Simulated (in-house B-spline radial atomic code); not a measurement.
Configurations of Ag III (Ag2+), with energies counted from [Kr] 4d9. All numbers are computed (scalar-relativistic (X2C) LDA PW92, spin-polarised, spherical fractional occupations; Fermi nucleus of rms radius 4.5454 fm) with a radial B-spline atomic code at the basis-set limit, not measured. Shells without spins written out take the highest spin.

Occupations are held fixed; configurations that lie above the ionisation limit could autoionise.

| configuration | E - E(ref) (eV) | highest orbital | its <r> (bohr) |
| --- | --- | --- | --- |
| [Kr] 4d8 5p1 | 15.175 | 5p up | 2.876 |
| [Kr] 4d8 5d1 | 23.672 | 5d up | 4.217 |
| [Kr] 4d8 4f1 | 27.601 | 4f up | 5.22 |
| [Ar] 3d10 4s2 4p5 4d10 | 52.056 | 4d down | 1.301 |
| [Ar] 3d9 4s2 4p6 4d9 5s1 | 372.57 | 5s up | 2.399 |
| [Ar] 3d(4 up, 5 down) 4s2 4p6 4d(5 up, 4 down) 5s(1 up, 0 down) | 372.82 | 5s up | 2.402 |
| [Ar] 3d9 4s2 4p6 4d9 5p1 | 379.72 | 5p up | 2.85 |

(1) Order these further configurations by energy, lowest first.
A. [Ar] 3d9 4s2 4p6 4d9 5f1
B. [Ar] 3d10 4s2 4p5 4d9 5s1
C. [Ar] 3d10 4s2 4p(3 up, 2 down) 4d(5 up, 4 down) 5p(0 up, 1 down)
D. [Ar] 3d9 4s2 4p6 4d9 5d1
E. [Ar] 3d(5 up, 4 down) 4s2 4p6 4d(4 up, 5 down) 4f(0 up, 1 down)

(2) How far above the reference does [Ar] 3d10 4s2 4p(3 up, 2 down) 4d(5 up, 4 down) 5d(0 up, 1 down) lie?

(3) How far above the reference does [Kr] 4d8 5s1 lie?

Answers

(1) B (60.942 eV), C (68.33 eV), D (388.23 eV), E (392.55 eV), A (395.02 eV).

(2) 76.727 eV; its least bound orbital is 5d down with <r> = 4.233 bohr.

(3) 8.0644 eV; its least bound orbital is 5s up with <r> = 2.42 bohr.
